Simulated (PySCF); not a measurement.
# Nonlinear optical response: `Cc1ccncc1C=O`, C7H7NO

Geometry (Å), atoms numbered from 1 in this order:
```xyz
16

C    -1.5228    1.4135   -0.1095
C    -0.2822    0.5766    0.0019
C     0.9815    1.1645   -0.0848
C     2.1234    0.3730    0.0200
N     2.0974   -0.9463    0.2030
C     0.9030   -1.5149    0.2870
C    -0.3110   -0.8185    0.1954
C    -1.5701   -1.5887    0.3066
O    -1.6188   -2.7828    0.4717
H    -1.2645    2.4708   -0.2559
H    -2.1439    1.3412    0.7965
H    -2.1487    1.0995   -0.9589
H     1.0783    2.2426   -0.2346
H     3.1149    0.8364   -0.0484
H     0.8645   -2.5995    0.4377
H    -2.5122   -0.9926    0.2278
```

Computed, not measured: quadratic response CAM-B3LYP/aug-cc-pVDZ first hyperpolarisability, Taylor convention, gas phase in PySCF. Geometry: PBE0-D3(BJ)/def2-SVP.

(1) What is the first hyperpolarisability, and how does it disperse?

(2) Which lowest excitations, dipole and polarisabilities go with it?

Answers

(1) In 10⁻³⁰ esu, Taylor convention; the vector part is βᵢ = ⅓ Σⱼ (βᵢⱼⱼ + βⱼᵢⱼ + βⱼⱼᵢ); β∥ is 3/5 of the vector part along the dipole, the dipole points from − to +:
| process | λ (nm) | β vector norm | β∥ | β HRS | depolarisation ratio |
| --- | --- | --- | --- | --- | --- |
| static β(0;0,0) | ∞ | 0.93 | -0.23 | 0.67 | 2.09 |
| second harmonic β(−2ω;ω,ω) | 1907 | 1.04 | -0.22 | 0.73 | 2.15 |
| Pockels β(−ω;ω,0) | 1907 | 0.97 | -0.23 | – | – |
| second harmonic β(−2ω;ω,ω) | 1064 | 1.40 | -0.17 | 0.90 | 2.34 |
| Pockels β(−ω;ω,0) | 1064 | 1.05 | -0.22 | – | – |

(2) S1 3.65 eV (f = 0.000); S2 4.62 eV (f = 0.000); S3 5.11 eV (f = 0.003); dipole 4.69 D; isotropic α 92.3 au static, 92.7 au at 1907 nm, 93.5 au at 1064 nm, 93.8 au at 953.5 nm, 97.6 au at 532 nm.
